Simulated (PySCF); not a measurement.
Charge-transfer reorganisation: `N[SiH2]/N=C/CCF`, C₃H₉FN₂Si

Geometry (Å), atoms numbered from 1 in this order:
```xyz
16

N     3.1011    0.7779    0.5539
Si    2.2108   -0.5148   -0.1527
N     0.5615   -0.4575    0.4354
C    -0.4887   -0.4016   -0.2633
C    -1.8673   -0.3180    0.3273
C    -2.4706    1.0630    0.1296
F    -3.7619    1.0803    0.5846
H     3.7657    1.3137    0.0069
H     3.2680    0.8493    1.5523
H     2.6851   -1.8897    0.2145
H     2.3271   -0.3229   -1.6410
H    -0.4665   -0.3796   -1.3807
H    -1.8161   -0.5538    1.4023
H    -2.5297   -1.0524   -0.1683
H    -1.8899    1.8207    0.6864
H    -2.4757    1.3441   -0.9408
```

Method used: UKS PBE0/def2-SV(P) four-point reorganisation energy, gas phase in PySCF. Geometry: PBE0/def2-SV(P).

The conformer changes in this relaxation, which adds to the reorganisation energy.

Problem. What is the inner reorganisation energy for hole transfer, with the ionisation energy?

Solution. λ = 0.770 (surface of the oxidised species) + 0.851 (surface of the starting species) = 1.621 eV. The ionisation energy is 8.82 eV vertical and 8.05 eV adiabatic without zero-point energy; at the relaxed geometry of the oxidised species the two energies differ by 7.20 eV. Largest bond changes: Si2–N3 1.752 → 1.862 Å, N1–Si2 1.721 → 1.681 Å, Si2–H11 1.505 → 1.485 Å, N3–C4 1.263 → 1.244 Å, Si2–H10 1.500 → 1.483 Å. ⟨S²⟩ of the relaxed oxidised species 0.760.
